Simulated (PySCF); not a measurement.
## Electronic absorption of C4H5NOS

C4H5NOS.
Bonds: C1–S2, S2–C3, C3–C4 (aromatic), C4–C5 (aromatic), C5–N6 (aromatic), N6–O7 (aromatic), C3–O7 (aromatic). Hydrogens: H8, H9, H10 on C1; H11 on C4; H12 on C5.

Computed with TDDFT wB97X-D/def2-SVPD, vertical, gas phase, core orbitals frozen in the response (PySCF). One conformer (not necessarily the lowest) at the PBE0-D3(BJ)/def2-SVP geometry, without solvent, vibrations or thermal averaging. Torsions of this conformer, `[CH3:1][S:2][c:3]1[cH:4][cH:5][n:6][o:7]1`: C1–S2–C3–C4 180°.

```json
{"state": "S1", "λ (nm)": "228.9", "E (eV)": "5.42", "f": "0.0001", "|μ| (D)": "0.07", "symmetry": "–", "main configurations (H = HOMO, L = LUMO)": "H→L+1 (80%)"}
{"state": "S2", "λ (nm)": "222.2", "E (eV)": "5.58", "f": "0.294", "|μ| (D)": "3.73", "symmetry": "A′", "main configurations (H = HOMO, L = LUMO)": "H→L (96%)"}
{"state": "S3", "λ (nm)": "193.9", "E (eV)": "6.39", "f": "0.010", "|μ| (D)": "0.65", "symmetry": "A″", "main configurations (H = HOMO, L = LUMO)": "H→L+2 (87%)"}
{"state": "S4", "λ (nm)": "183.9", "E (eV)": "6.74", "f": "0.0046", "|μ| (D)": "0.43", "symmetry": "A″", "main configurations (H = HOMO, L = LUMO)": "H-2→L (89%)"}
{"state": "S5", "λ (nm)": "180.2", "E (eV)": "6.88", "f": "0.0075", "|μ| (D)": "0.54", "symmetry": "A′", "main configurations (H = HOMO, L = LUMO)": "H→L+4 (63%), H-1→L (26%)"}
{"state": "S6", "λ (nm)": "179.6", "E (eV)": "6.90", "f": "0.0008", "|μ| (D)": "0.17", "symmetry": "–", "main configurations (H = HOMO, L = LUMO)": "H→L+3 (79%)"}
{"state": "S7", "λ (nm)": "165.8", "E (eV)": "7.48", "f": "0.013", "|μ| (D)": "0.66", "symmetry": "A″", "main configurations (H = HOMO, L = LUMO)": "H→L+5 (68%), H→L+8 (9%)"}
{"state": "S8", "λ (nm)": "163.4", "E (eV)": "7.59", "f": "0.0094", "|μ| (D)": "0.57", "symmetry": "A′", "main configurations (H = HOMO, L = LUMO)": "H→L+6 (34%), H→L+4 (31%), H-1→L (27%)"}
{"state": "S9", "λ (nm)": "161.7", "E (eV)": "7.67", "f": "0.0034", "|μ| (D)": "0.34", "symmetry": "A″", "main configurations (H = HOMO, L = LUMO)": "H→L+7 (60%), H→L+8 (9%)"}
{"state": "S10", "λ (nm)": "156.8", "E (eV)": "7.91", "f": "0.0051", "|μ| (D)": "0.41", "symmetry": "A′", "main configurations (H = HOMO, L = LUMO)": "H-3→L (72%), H-1→L (13%)"}
```

Triplets, Tamm–Dancoff:

```json
{"state": "T1", "E (eV)": "3.98", "λ (nm)": "311.1", "main configurations (H = HOMO, L = LUMO)": "H→L (86%), H-3→L (9%)"}
{"state": "T2", "E (eV)": "5.09", "λ (nm)": "243.8", "main configurations (H = HOMO, L = LUMO)": "H→L+1 (74%)"}
{"state": "T3", "E (eV)": "5.56", "λ (nm)": "223.2", "main configurations (H = HOMO, L = LUMO)": "H-1→L (34%), H→L+4 (24%), H-3→L (16%)"}
{"state": "T4", "E (eV)": "5.90", "λ (nm)": "210.0", "main configurations (H = HOMO, L = LUMO)": "H-2→L (84%)"}
```

The lowest singlet comes at 229 nm (523 kJ/mol) in the ultraviolet; it is dark (f under 0.0005); its leading configuration is HOMO→LUMO+1 (80%). The most intense listed level is S2 at 5.58 eV (222 nm, f = 0.294), 0.16 eV above S1. Löwdin shares by element: HOMO sulfur 40%, carbon 28% or more, nitrogen 15% (atoms not listed hold the other 16%); LUMO carbon 38% or more, nitrogen 20%, oxygen 16% (atoms not listed hold the other 26%). The listed states span 2.49 eV, and the widest gap between neighbours is 0.81 eV (S2 to S3). Weighted by f, the mean energy of these states is 5.83 eV. Of the 10 states listed, 3 reach f = 0.01 and 1 stays under 0.0005. The vertical ionisation energy (ΔSCF) is 8.58 eV, 0.68 eV above S10. Symmetry labels in Cs follow from the direction of the transition dipole and are given only for states with f of 0.002 or more. Singlets were solved by full linear response, triplets in the Tamm–Dancoff approximation.

Time: 1.7 min wall. Hardware: one thread, Arm Neoverse N1, shared host.
